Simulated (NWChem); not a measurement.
HfH4S3; SMILES [SH][HfH]([SH])[SH]

```xyz
8

Hf    -0.0138    -0.0007    -0.2249
H      0.0492    -0.0071    -2.0579
S     -1.1934     2.0431     0.3564
H     -0.0455     2.6564     0.7356
S     -1.2247    -2.0222     0.3670
H     -0.0643    -2.7229     0.4160
S      2.3264    -0.0221     0.4036
H      2.5217     0.1414    -0.9360
```
Atoms are numbered in this order, from 1.

Program: NWChem. Medium grid unless said otherwise, to which SCAN and Minnesota functionals are sensitive. All runs use the structure optimised with PBE0/def2-SVP. Not confirmed as a minimum by frequencies. def2 effective core potentials on Hf; no spin-orbit coupling. Hybrids' shares of exact exchange are those that their runs print; pure functionals count as 0. The functionals differ in more than this share.

```
row                share of exact exchange  orbital gap (eV)
-----------------  -----------------------  ----------------
PBE/def2-SVP                          0.00              3.82
HCTH/407/def2-SVP                     0.00              3.85
B3LYP/def2-SVP                        0.20              5.38
B3PW91/def2-SVP                       0.20              5.42
PBE0/def2-SVP                         0.25          withheld
MN15/def2-SVP                         0.44              6.92
```

Problem. Fit a straight line of the last column on the one before it, predict the withheld value, and compare with the run.

Solution. 
1. Means of the 5 shown rows: x = 0.168, y = 5.078. Slope Σ(x − x̄)(y − ȳ)/Σ(x − x̄)² = 0.9393/0.1325 = 7.090; intercept 3.887.
2. The shown rows scatter about the line by 0.080 (root mean square); the largest residual is +0.11, at B3PW91/def2-SVP.
3. At x = 0.25 (PBE0/def2-SVP; inside the shown range) the line gives 5.66.
4. The run gives 5.83, +0.17 from the line, 2.1 times the scatter.
